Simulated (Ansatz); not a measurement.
`CCB(F)Br` + HCl → `CCB(F)Cl` + HBr  (ligand exchange at a B–Br bond)

Computed with Ansatz on PBE0-D4/def2-TZVP structures; ΔE is electronic, products minus reactants. CBS: MP2 limit from def2 TZ/QZ plus the TZ coupled-cluster correction, frozen cores. This one scheme is used for every species. DFT in def2-TZVPP. B3LYP here is the variant with VWN-RPA as its local correlation; programs differ in this. HSE06 is defined as in plane-wave codes. For Br outer-core shells are correlated without core-valence functions, which leaves a few kJ/mol of doubt a bond. Scalar relativity is left out up to krypton. One conformer a species, not always the lowest.

```tsv
level	ΔE (kJ/mol)	difference from CCSD(T)/CBS
LDA (SPW92)	-13.1	-4.8
PBE-D4	-11.4	-3.1
revPBE-D4	-11.4	-3.1
r2SCAN-D4	-12.2	-3.9
B97M-V	-14.9	-6.6
PBE0-D4	-11.4	-3.1
B3LYP-D4	-12.6	-4.3
r2SCANh-D4	-12.1	-3.8
r2SCAN0-D4	-12.0	-3.7
HSE06-D4	-11.3	-3.0
BHLYP-D4	-12.5	-4.2
CAM-B3LYP-D4	-14.2	-5.9
ωB97X-V	-12.7	-4.4
ωB97M-V	-12.7	-4.4
B2PLYP	-12.3	-4.0
PBE-QIDH	-10.6	-2.3
PBE	-12.2	-3.9
revPBE	-12.0	-3.7
BLYP	-14.3	-6.0
PBE0	-12.1	-3.8
B3LYP	-14.0	-5.7
r2SCANh	-12.3	-4.0
BHLYP	-14.2	-5.9
CAM-B3LYP	-15.0	-6.7
LC-ωPBE	-13.3	-5.0
RPA@PBE/def2-TZVPP	-9.4	-1.1
HF/def2-SVP	-21.9	-13.6
MP2/def2-SVP	-19.2	-10.9
CCSD/def2-SVP	-21.8	-13.5
CCSD(T)/def2-SVP	-21.3	-13.0
HF/def2-TZVPP	-14.1	-5.8
MP2/def2-TZVPP	-8.4	-0.1
SCS-MP2/def2-TZVPP	-9.7	-1.4
CCSD/def2-TZVPP	-10.3	-2.0
CCSD(T)/def2-TZVPP	-9.9	-1.6
HF/def2-QZVPP	-14.4	-6.1
MP2/def2-QZVPP	-7.5	0.8
SCS-MP2/def2-QZVPP	-9.1	-0.8
HF/CBS(def2)	-14.4	-6.1
CCSD/CBS(def2)	-8.6	-0.3
CCSD(T)/CBS	-8.3	0
```

**Question.** What do rigid-rotor, harmonic-oscillator terms from PBE0-D4/def2-TZVP frequencies (298.15 K, 1 bar) make of the CCSD(T)/CBS value? (Estimate.)

**Answer.** The calculation gave: ΔZPE = -0.5 kJ/mol, ΔH = -9.3 kJ/mol, ΔS = 0 J/(mol·K), ΔG = -9.2 kJ/mol. Modes under 50 cm⁻¹ make the entropy rough.

Largest T1 diagnostic among the species: 0.011.

At CCSD(T), def2-SVP lies −13.0 kJ/mol from the extrapolated value and def2-TZVPP −1.6 kJ/mol. In def2-TZVPP, CCSD(T) changes the Hartree–Fock value by +4.2 kJ/mol (the triples alone add +0.3 kJ/mol) and MP2 by +5.8 kJ/mol.
